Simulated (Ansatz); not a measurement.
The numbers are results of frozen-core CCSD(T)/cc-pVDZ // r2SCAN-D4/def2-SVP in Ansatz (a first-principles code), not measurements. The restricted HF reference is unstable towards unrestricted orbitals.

Ansatz 0.2 input:
```yaml
crystal:
  periodic: [false, false, false]
  atoms:
    - { symbol: B, position_ang: [-2.510612, 1.140543, 1.034249] }
    - { symbol: C, position_ang: [-1.278914, 0.465637, 0.392416] }
    - { symbol: C, position_ang: [0.00266, 0.759831, 0.882977] }
    - { symbol: C, position_ang: [1.158398, 0.174581, 0.337253] }
    - { symbol: C, position_ang: [2.53658, 0.347886, 0.698529] }
    - { symbol: C, position_ang: [3.376528, -0.402119, -0.074823] }
    - { symbol: S, position_ang: [2.545027, -1.349955, -1.273467] }
    - { symbol: C, position_ang: [1.006152, -0.740966, -0.744003] }
    - { symbol: C, position_ang: [-0.249837, -1.065404, -1.2668] }
    - { symbol: C, position_ang: [-1.379793, -0.465043, -0.700492] }
    - { symbol: C, position_ang: [-2.656402, -0.810566, -1.250183] }
    - { symbol: N, position_ang: [-3.675092, -1.11846, -1.726191] }
    - { symbol: H, position_ang: [-3.625627, 0.912656, 0.639835] }
    - { symbol: H, position_ang: [-2.335278, 1.910811, 1.948534] }
    - { symbol: H, position_ang: [0.099488, 1.465481, 1.714015] }
    - { symbol: H, position_ang: [2.878741, 1.00438, 1.500836] }
    - { symbol: H, position_ang: [4.464198, -0.460728, -0.016505] }
    - { symbol: H, position_ang: [-0.356217, -1.768564, -2.09618] }
basis:
  gaussian: { orbitals: cc-pVDZ }
correlation:
  method: ccsd_t
```

Output:

```
Functional definition: HF
1912 factors; integrals over basis functions are off by at most 1.2e-3 eV
mean field evaluation 1: about -22333.2696 eV, gradient 4.3e1 eV
mean field evaluation 2: about -22333.8308 eV, gradient 4.3e1 eV
mean field evaluation 4: about -22339.8725 eV, gradient 8.8e0 eV
mean field evaluation 8: about -22340.1187 eV, gradient 6.5e-1 eV
mean field evaluation 16: about -22340.1216 eV, gradient 2.2e-6 eV
mean field -22340.12155091 eV, -820.9843243177 hartree, gradient 2.2e-6 eV, S^2 0.000000; 0 other end points of the search recorded, 0 dependent functions left out; unrestricted orbitals would lower it
16 core orbitals not correlated
reference -22340.12155091 eV, -820.9843243177 hartree; 28, 28 occupied and 158, 158 virtual orbitals, 1912 factors
second order -41.45920562 eV of doubles, -0.00000000 eV of singles
cycle   1  -41.07430950 eV  change    3.8e-1 eV  update   1.8e-1
cycle   2  -42.42500180 eV  change    -1.4e0 eV  update   5.9e-2
cycle   3  -42.73539160 eV  change   -3.1e-1 eV  update   2.6e-2
cycle   4  -42.73966237 eV  change   -4.3e-3 eV  update   8.4e-3
cycle   5  -42.74232821 eV  change   -2.7e-3 eV  update   4.4e-3
cycle   6  -42.74539337 eV  change   -3.1e-3 eV  update   1.4e-3
cycle   7  -42.74465744 eV  change    7.4e-4 eV  update   7.0e-4
cycle   8  -42.74445504 eV  change    2.0e-4 eV  update   3.2e-4
cycle   9  -42.74445687 eV  change   -1.8e-6 eV  update   1.5e-4
cycle  10  -42.74441310 eV  change    4.4e-5 eV  update   6.1e-5
cycle  11  -42.74433257 eV  change    8.1e-5 eV  update   2.7e-5
cycle  12  -42.74436583 eV  change   -3.3e-5 eV  update   1.3e-5
perturbative correction -2.07940046 eV, -0.0764165576 hartree
Total energy: -22384.94531720 eV, -822.6315673462 hartree
```

Cost: around 16 core-minutes (rough).
